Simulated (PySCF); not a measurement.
From one molecule to another.

First species: C₅H₈F₄Se.
Cartesian coordinates in Å at the PBE0-D3(BJ)/def2-SVP level; atoms count from 1:
```
atom  x, y, z in Å
C1     2.4326   -0.6687   -0.3780
C2     1.6814    0.6494   -0.4497
C3     0.6366    0.7242   -1.5529
Se4   -0.7901   -0.6143   -1.4603
C5    -1.4629   -0.0510    0.2705
F6    -0.7606   -0.5986    1.3048
C7    -2.9296   -0.4282    0.4478
F8    -3.3218   -0.1693    1.6927
F9    -3.1393   -1.7207    0.2104
F10   -3.6914    0.2809   -0.3808
H11    1.7505   -1.4952   -0.1291
H12    3.2169   -0.6330    0.3923
H13    2.9152   -0.9087   -1.3392
H14    2.3905    1.4785   -0.6233
H15    1.2071    0.8574    0.5236
H16    1.0908    0.5407   -2.5402
H17    0.1580    1.7143   -1.5951
H18   -1.3912    1.0471    0.3308
```

Second species: CH₂GaNS.
SMILES: `C(=[N][GaH2])=S`

Levels: CAM-B3LYP/def2-SVPD for dipole moment, HOMO energy, LUMO energy, HOMO–LUMO gap, static isotropic polarisability and electronic spatial extent ⟨r²⟩ about the centre of nuclear charge; TDDFT CAM-B3LYP/def2-SVPD for lowest singlet excitation; TDA CAM-B3LYP/def2-SVPD for lowest triplet excitation (Tamm–Dancoff); PBE0-D3(BJ)/def2-SVP for rotational constant A and rotational constant C. Geometries: PBE0-D3(BJ)/def2-SVP. Each structure is a single optimised conformer of the isolated species, non-relativistic unless stated; the electronic structure was computed with PySCF and density fitting.

The conformers computed, where there is a choice (atom-mapped SMILES and torsion angles):
- `[CH3:1][CH2:2][CH2:3][Se:4][C@H:5]([F:6])[C:7]([F:8])([F:9])[F:10]`: C1–C2–C3–Se4 60°, C2–C3–Se4–C5 61°, C3–Se4–C5–F6 -84°, Se4–C5–C7–F8 173°

```tsv
property	column X	column Y
dipole moment	3.37 D	3.45 D
HOMO energy	-8.29 eV	-8.40 eV
LUMO energy	0.58 eV	-1.42 eV
HOMO–LUMO gap	8.87 eV	6.98 eV
lowest singlet excitation	5.03 eV	3.92 eV
lowest triplet excitation (Tamm–Dancoff)	4.51 eV	3.79 eV
static isotropic polarisability	91.6 au	74.3 au
electronic spatial extent ⟨r²⟩ about the centre of nuclear charge	2144 bohr²	993 bohr²
rotational constant A	1.705 GHz	125.450 GHz
rotational constant C	0.517 GHz	0.997 GHz
```

Task: Which column belongs to which species?

Result: Column X is the first species and column Y the second. The first has 18 atoms and 108 electrons, the second 6 and 62.

Task: How does each property change from the first species to the second?

Result: dipole moment +0.08 D; HOMO energy -0.11 eV; LUMO energy -2.00 eV; HOMO–LUMO gap -1.89 eV; lowest singlet excitation -1.11 eV; lowest triplet excitation (Tamm–Dancoff) -0.72 eV; static isotropic polarisability -17.3 au; electronic spatial extent ⟨r²⟩ about the centre of nuclear charge -1151 bohr²; rotational constant A +123.745 GHz; rotational constant C +0.480 GHz.

On the first: The vertical singlet–triplet gap S1 − T1 is 0.52 eV (TDDFT singlet less Tamm–Dancoff triplet; S1: HOMO→LUMO, weight 0.80; T1: HOMO→LUMO, weight 0.75). The principal polarisabilities are 81.2, 87.2 and 106.5 au; their mean is the isotropic value. Relativistic effects, spin–orbit coupling among them, are left out although an element past zinc is present.

On the second: The principal polarisabilities are 46.8, 55.7 and 120.4 au; their mean is the isotropic value. No computed singlet falls in the visible range (750 to 380 nm, 1.65 to 3.26 eV); S1 lies 0.66 eV above its blue end. The calculation is non-relativistic and has no spin–orbit coupling, an omission that weighs most on gallium.
